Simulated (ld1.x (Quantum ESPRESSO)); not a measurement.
Values are calculated unless marked as measured or tabulated.
# Potentials for carbon (C) compared

Generated with ld1.x 7.5 (TM, RRKJ, ultrasoft, PAW), atompaw 4.2 or ONCVPSP 4.0.1. The cutoff is in Ry: for ld1.x and atompaw files where the sum of valence levels is converged to 10 mRy in a Bessel basis, for ONCV files where the hardest occupied wave has 1 mHa per electron of residual kinetic energy. The error is the largest all-electron minus pseudo excitation energy over each file’s own four to seven test configurations (ionisations up to +4, promotions, holes and added fractions of an electron), all of which were solved. The labels leave out finer settings (local radius, basis sizes, second energies), which also bear on the numbers. Spin-polarised tests are not counted. The rows are a selection from randomly drawn settings: files with unsolved tests, undetermined cutoffs or missed reference levels are left out.

| potential | cutoff (Ry) | largest error (meV) | bound ghosts |
| --- | --- | --- | --- |
| TM, PBE, non-relativistic, rc 1.20/2.10 (sp), local s, core correction no, reference 2s2 2p0 | 35 | +680 | none |
| RRKJ, BLYP, scalar-relativistic, rc 1.10/1.60/1.20 (spd), local smoothed, core correction yes, reference 2s1 2p3 | 45 | +378 | none |
| ultrasoft, BLYP, scalar-relativistic, rc 1.45/2.00/1.80 (spd), local smoothed, core correction yes, reference 2s2 2p1.5 | 15 | +192 | none |
| ultrasoft, LDA (PZ), scalar-relativistic, rc 1.35/1.55/1.50 (spd), local smoothed, core correction no, reference 2s1.5 2p2.5 | 25 | +179 | none |
| PAW, LDA (PZ), scalar-relativistic, rc 1.20/2.75 (sp), local smoothed, core correction yes, reference 2s2 2p2 | 8 | -17 | none |
| TM, PBEsol, scalar-relativistic, rc 1.15/1.70 (sp), local s, core correction yes, reference 2s2 2p2 | 40 | +328 | none |

(1) Fill in the row for C: RRKJ, PBE, scalar-relativistic, rc 0.95/1.45/1.45 (spd), local smoothed, core correction yes, reference 2s2 2p2.

(2) Fill in the row for C: PAW, PBE, scalar-relativistic, rc 1.25/3.05 (sp), local smoothed, core correction yes, reference 2s2 2p2.

(3) Fill in the row for C: TM, PBE, scalar-relativistic, rc 0.80/1.70 (sp), local smoothed, core correction yes, reference 2s2 2p2.

Results:

(1) cutoff 45 Ry, largest error +248 meV, bound ghosts: none.

(2) cutoff 8 Ry, largest error -49 meV, bound ghosts: none.

(3) cutoff 100 Ry, largest error +412 meV, bound ghosts: none.
